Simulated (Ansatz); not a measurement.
Cartesian coordinates (Å):
SMILES: OB(Cl)Cl
```xyz
5

O     -0.8263    -0.7158    -0.0013
B      0.3123    -0.0081     0.0019
Cl     1.8339    -0.8626     0.0156
Cl     0.2964     1.7533    -0.0073
H     -1.6162    -0.1668    -0.0089
```
Charge 0, spin multiplicity 1.

These are frozen-core CCSD(T)/cc-pVTZ // PBE0-D3(BJ)/def2-TZVP (Ansatz, a quantum-chemistry and plane-wave program) values and carry that method's errors.

The HF energy is -1019.35436 Ha and the MP2 correlation energy is -0.71085 Ha.

Problem. Estimate the CCSD correlation energy, the (T) correction, the total energy and the T1 diagnostic.

Solution. 
| Property | Result |
|---|---|
| CCSD correlation energy | -0.74269 Ha |
| (T) correction | -0.03078 Ha |
| CCSD(T) total energy | -1020.12783 Ha |
| T1 diagnostic | 0.011 |
